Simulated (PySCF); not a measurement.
Compound: C5H5F3O.
Numbering: `[O:1]=[C:2]1[CH2:3][CH:4]([C:5]([F:6])([F:7])[F:8])[CH2:9]1` (hydrogens: H10, H11 on C3; H12 on C4; H13, H14 on C9)

Level: B3LYP/def2-SVPD in PySCF, non-relativistic, on one gas-phase PBE0-D3(BJ)/def2-SVP geometry that isn't relaxed in the solvent. The solvent is an IEF-PCM continuum (Bondi radii, 1.10 Å for H, scaled by 1.2), and excitations are vertical TDDFT with non-equilibrium linear response and a frozen core. Specific hydrogen bonds and non-electrostatic terms are outside this model.

Gas-phase singlets (H = HOMO, L = LUMO):

```
state  E (eV)  λ (nm)      f  leading configuration
   S1   4.298     288  0.000                H→L 99%
   S2   6.763     183  0.032              H→L+1 96%
   S3   7.346     169  0.000              H→L+2 94%
   S4   7.606     163  0.001              H→L+3 86%
   S5   7.693     161  0.001              H-2→L 95%
```

Q: What are the lowest 5 singlets in benzene (ε = 2.271)?

A: 
```json
{"state": "S1", "E (eV)": "4.354", "λ (nm)": "285", "f": "0.000", "leading configuration": "H→L 99%", "change by rank (eV)": "+0.056"}
{"state": "S2", "E (eV)": "6.898", "λ (nm)": "180", "f": "0.046", "leading configuration": "H→L+1 94%", "change by rank (eV)": "+0.135"}
{"state": "S3", "E (eV)": "7.425", "λ (nm)": "167", "f": "0.000", "leading configuration": "H→L+2 88%", "change by rank (eV)": "+0.079"}
{"state": "S4", "E (eV)": "7.585", "λ (nm)": "163", "f": "0.002", "leading configuration": "H-2→L 98%", "change by rank (eV)": "-0.021"}
{"state": "S5", "E (eV)": "7.696", "λ (nm)": "161", "f": "0.010", "leading configuration": "H→L+3 64%", "change by rank (eV)": "+0.003"}
```

Q: What are the lowest 5 singlets in acetonitrile (ε = 35.69)?

A: 
| state | E (eV) | λ (nm) | f | leading configuration | change by rank (eV) |
| --- | --- | --- | --- | --- | --- |
| S1 | 4.431 | 280 | 0.000 | H→L 99% | +0.133 |
| S2 | 7.030 | 176 | 0.047 | H→L+1 86% | +0.267 |
| S3 | 7.469 | 166 | 0.003 | H-2→L 94% | +0.123 |
| S4 | 7.487 | 166 | 0.001 | H→L+2 79% | -0.119 |
| S5 | 7.721 | 161 | 0.038 | H-1→L 49% | +0.028 |

Q: The ground-state energy changes by -0.301 eV from gas to acetonitrile. By how much does the total energy of gas-phase S1 change?

A: E(S1) = E(S0) + excitation energy, so it changes by -0.301 + 0.133 = -0.168 eV: it is lowered less than the ground state, which is what a blue shift means. This is the vertical state, with the slow part of the continuum still set for S0.

Q: How do the frontier levels move from gas to acetonitrile?

A: 
```tsv
orbital	gas (eV)	solvent (eV)	change (eV)	Löwdin shares, gas	Löwdin shares, solvent
LUMO+2	0.76	0.95	+0.19	H12 13 %, C2 12 %, O1 10 %, H14 8 %	O1 18 %, C2 14 %, F7 11 %, F8 11 %
LUMO+1	0.13	0.53	+0.40	H12 12 %, C3 11 %, C4 11 %, C9 11 %	C5 11 %, C2 10 %, F6 10 %, C3 10 %
LUMO	-1.44	-1.19	+0.25	C2 36 %, O1 30 %, C3 9 %, C9 9 %	C2 38 %, O1 30 %, C3 8 %, C9 8 %
HOMO	-7.52	-7.39	+0.13	O1 55 %, C2 14 %, C3 13 %, C9 13 %	O1 52 %, C2 15 %, C3 14 %, C9 14 %
HOMO-1	-10.13	-9.79	+0.34	O1 30 %, C4 11 %, C2 10 %, C3 10 %	O1 22 %, C4 15 %, C3 10 %, C9 10 %
HOMO-2	-10.38	-9.92	+0.46	C4 28 %, C3 22 %, C9 21 %, H13 6 %	C4 28 %, C3 22 %, C9 22 %, H13 6 %
HOMO-3	-10.53	-10.25	+0.28	C4 22 %, O1 12 %, F7 11 %, F8 11 %	C4 23 %, F7 10 %, F8 10 %, C5 10 %
```

The HOMO–LUMO gap goes from 6.07 to 6.20 eV. Rows go by rank; for LUMO+1 and LUMO+2 the atom shares or the degeneracy differ between the runs, so the row needn't follow one orbital.

Shape of the structure used: `[O:1]=[C:2]1[CH2:3][CH:4]([C:5]([F:6])([F:7])[F:8])[CH2:9]1`: C3–C4–C5–F6 -53°.
